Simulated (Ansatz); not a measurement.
B2Cl2H4 (`[BH2-]1[Cl+][BH2-][Cl+]1`). Charge 0, multiplicity 1. The geometry is a stationary point of PBE0-D4/def2-TZVP.

```xyz
8

B     0.761   -0.044   -1.022
Cl   -0.379   -1.409   -0.219
B    -0.769    0.050    1.016
Cl    0.847    1.057    0.586
H     1.833   -0.501   -1.256
H     0.124    0.539   -1.840
H    -1.705    0.652    0.598
H    -0.712   -0.344    2.136
```

Question: What is the dipole moment at B3LYP/def2-TZVPP? (Estimate.)

Answer: Computed: 0.23 D, with components (0.16, -0.12, 0.12) D in this frame, pointing from negative to positive charge.

Question: And with PBE, r2SCAN, ωB97M-V? (Best estimate.)

Answer: Computed: PBE 0.27 D, r2SCAN 0.24 D, ωB97M-V 0.25 D.

Question: Give the Mulliken charges with B3LYP, PBE, ωB97M-V in def2-TZVPP. (Estimate.)

Answer: The calculation gave: 
```json
{"atom": "B1", "B3LYP": "-0.06", "PBE": "-0.08", "ωB97M-V": "-0.21"}
{"atom": "Cl2", "B3LYP": "-0.04", "PBE": "0.01", "ωB97M-V": "0.03"}
{"atom": "B3", "B3LYP": "-0.06", "PBE": "-0.08", "ωB97M-V": "-0.21"}
{"atom": "Cl4", "B3LYP": "-0.04", "PBE": "0.01", "ωB97M-V": "0.03"}
{"atom": "H5", "B3LYP": "0.06", "PBE": "0.04", "ωB97M-V": "0.10"}
{"atom": "H6", "B3LYP": "0.04", "PBE": "0.03", "ωB97M-V": "0.08"}
{"atom": "H7", "B3LYP": "0.04", "PBE": "0.03", "ωB97M-V": "0.08"}
{"atom": "H8", "B3LYP": "0.06", "PBE": "0.04", "ωB97M-V": "0.10"}
```

B3LYP here is the variant with VWN-RPA as its local correlation; programs differ in this.
